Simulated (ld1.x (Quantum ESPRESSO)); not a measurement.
Pseudopotential generation for Mg (Z = 12): RRKJ, PBEsol, scalar-relativistic.

* Element: magnesium (Mg)
* Generator: ld1.x (Quantum ESPRESSO) 7.5
* Type: norm-conserving RRKJ (Kleinman–Bylander form)
* Functional: PBEsol
* Relativity: scalar-relativistic
* Frozen core: [He]
* Valence charge: 10
* Reference configuration: 2s2 2p6 3s2 3p0
* Partial waves: 2s (bound): rc 0.82 bohr; 3d channel at 0.25 Ry: rc 0.62 bohr; 2p (bound): rc 0.76 bohr
* Local potential: the p channel
* Core correction: none

Occupied shells without a wave of their own: 3s. They enter only through the test configuration that unscreens the potential.

All-electron outer shells of the reference configuration (PBEsol, scalar-relativistic, ld1.x):

```
shell  level (eV)  outermost node (bohr)  outermost maximum (bohr)
   1s    -1256.64                      –                      0.09
   2s      -79.59                   0.18                      0.55
   2p      -46.55                      –                      0.48
   3s       -4.68                   0.90                      2.56
   3p       -1.30                   0.96                      3.50
```

What the tests gave:

```json
{
  "Cutoffs needed": "260 Ry and over 300 Ry (the cutoffs (Ry, on a coarse ladder) from which the occupation-weighted sum of valence levels, in a spherical-Bessel basis at the reference potential, stays within 10 and 1 mRy of its value at 400 Ry)",
  "Ghost test": "no extra level below or beside the all-electron valence levels (s, d, p, f tested) (spherical-Bessel basis up to 400 Ry, 20 bohr box)",
  "Largest excitation error": "-29 meV (all-electron minus pseudo) for 2s1 2p6 3s2 3p0, out of 7 test configurations"
}
```

Generation and tests took about 0.9 s on one core of a shared server CPU.
